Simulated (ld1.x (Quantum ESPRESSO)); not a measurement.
**argon, TM: configuration errors across variants**

| Property | Result |
| --- | --- |
| Element | argon (Ar) |
| Generator | ld1.x (Quantum ESPRESSO) 7.5 |
| Type | norm-conserving Troullier–Martins (Kleinman–Bylander form) |
| Functional | revPBE |
| Relativity | scalar-relativistic |
| Frozen core | [Ne] |
| Valence charge | 8 |
| Reference configuration | 3s2 3p6 |
| Partial waves | 3p (bound): rc 1.35 bohr; 3d channel at 0.3 Ry: rc 1.45 bohr; 3s (bound): rc 1.25 bohr |
| Local potential | the s channel |
| Core correction | none |

All-electron excitation energies from the reference (eV): (1) 3s2 3p5 16.023; (2) 3s2 3p4 44.657; (3) 3s2 3p3 87.220; (4) 3s2 3p5.5 6.528; (5) 3s1 3p6 30.662; (6) 3s2 3p2 144.833.

Errors AE − PS in meV (a dash: test not solved or not reliable):

```tsv
change	(1)	(2)	(3)	(4)	(5)	(6)	bound ghosts
base	+1.9	+18	+67	-0.1	+1.9	+171	none
wave 3s (bound): rc 1.25 bohr becomes 3s (bound): rc 0.86 bohr	+4.5	+34	+116	+0.4	+29	+294	none
wave 3s (bound): rc 1.25 bohr becomes 3s (bound): rc 0.94 bohr	+3.4	+27	+94	+0.2	+23	+233	none
wave 3s (bound): rc 1.25 bohr becomes 3s (bound): rc 1.10 bohr	+1.8	+18	+66	-0.1	+2.1	+169	none
wave 3s (bound): rc 1.25 bohr becomes 3s (bound): rc 1.26 bohr	+1.9	+18	+67	-0.1	+1.9	+171	none
wave 3s (bound): rc 1.25 bohr becomes 3s (bound): rc 1.60 bohr	+6.9	+45	+138	+1.0	+8.4	+318	none
wave 3s (bound): rc 1.25 bohr becomes 3s (bound): rc 1.74 bohr	+13	+72	+210	+2.2	+12	+457	none
wave 3s (bound): rc 1.25 bohr becomes 3s (bound): rc 1.90 bohr	+19	+101	+281	+3.6	+11	+589	none
```

(1) Give the same row for: wave 3s (bound): rc 1.25 bohr becomes 3s (bound): rc 1.44 bohr.

Results:

(1) +3.6, +28, +93, +0.3, +4.0, +226; bound ghosts: none.
